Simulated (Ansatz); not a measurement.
Li8Sn, relaxed as a singlet with RKS PBE0-D4/def2-SVP in Ansatz, starting from the GFN1-xTB geometry. Force threshold 0.02 eV/Å.

In the def2 sets Sn takes a core potential; there is no spin–orbit coupling. The restricted singlet is unstable towards broken spin symmetry in Hartree–Fock (as tested in another run); at PBE0-D4/def2-SVP this wasn't settled. The structure comes from a short search, and lower isomers may exist.

Start:

```xyz
9

Li    1.294   -1.902   -3.255
Li    2.057   -1.737   -0.808
Li   -2.907    1.393    2.345
Li   -0.766   -0.027    2.529
Li   -0.276   -1.060   -1.416
Li   -1.680    0.522    0.285
Li    1.710    0.305   -1.990
Li   -0.504    2.198    1.698
Sn    1.072    0.309    0.612
```

```tsv
step	energy (eV)	largest force component (eV/Å)	SCF passes
1	-7463.7654	1.401	31
2	-7464.7434	0.620	35
3	-7465.1568	0.265	33
4	-7465.3310	0.092	33
5	-7465.4029	0.052	33
6	-7465.4370	0.047	33
7	-7465.4498	0.031	33
8	-7465.4508	0.014	28
```

Force components are those of the run's own axes.

End:

| atom | x (Å) | y (Å) | z (Å) |
| --- | --- | --- | --- |
| Li1 | 1.6960 | -2.2920 | -3.6049 |
| Li2 | 2.5960 | -1.4123 | -0.6702 |
| Li3 | -3.1695 | 1.8474 | 2.7694 |
| Li4 | -1.0778 | -0.5459 | 2.1811 |
| Li5 | -0.2329 | -1.7103 | -1.0793 |
| Li6 | -1.6748 | 1.1673 | -0.0199 |
| Li7 | 1.1093 | 0.5531 | -2.1753 |
| Li8 | -0.0536 | 2.1520 | 2.1393 |
| Sn9 | 0.8073 | 0.2408 | 0.4599 |

Bonds lost: Li1–Li5, Li1–Li7, Li3–Li4, Li3–Li6, Li5–Li6 (atoms count from 1). Metal–metal contacts that move far: Li1–Li2 2.57 to 3.19 Å, Li3–Li8 2.62 to 3.19 Å.

No frequencies were taken in this run, so the end may be a saddle point.

Hardware: 4 threads of Arm Neoverse V1 on a shared host. Wall time 24 s.
